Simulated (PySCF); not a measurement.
Geometries of 2 isomers of C2H7BO2, from PySCF 2.14.0, PBE0-D3(BJ)/def2-SVP geometry optimisation, gas phase. One conformer each, no zero-point energy, no frequencies.

**Question.** Which isomer lies lower at this level?
A.
```xyz
12
angstrom
C     -1.624    0.095    0.330
C     -0.384    0.244   -0.545
B      0.978   -0.088    0.185
O      1.098    0.177    1.514
O      2.072   -0.608   -0.452
H     -1.536    0.704    1.242
H     -2.543    0.401   -0.195
H     -1.763   -0.949    0.655
H     -0.300    1.292   -0.891
H     -0.486   -0.354   -1.468
H      1.980   -0.043    1.835
H      1.913   -0.777   -1.384
```
B.
```xyz
12
angstrom
C      2.346    0.516    0.297
O      0.995    0.805    0.508
B      0.007    0.006    0.054
O     -1.265    0.372    0.318
C     -2.364   -0.379   -0.113
H      2.819    1.334   -0.270
H      2.865    0.429    1.265
H      2.488   -0.425   -0.262
H      0.254   -1.009   -0.572
H     -2.950   -0.717    0.756
H     -2.059   -1.265   -0.696
H     -3.017    0.246   -0.742
```

**Answer.** A. That is ethylboronic acid, `C(C)B(O)O`, 33.7 kcal/mol below the other.

```
 SMILES            atoms numbered as above      E (Eh)  relative (kcal/mol)  relative (kJ/mol)  dipole (D)
CCB(O)O  [CH3:1][CH2:2][B:3]([OH:4])[OH:5]  -255.36881                  0.0                0.0        1.47
  COBOC     [CH3:1][O:2][BH:3][O:4][CH3:5]  -255.31503                 33.7              141.2        1.62
```

As drawn, the lower has an O–H bond, which the higher lacks.
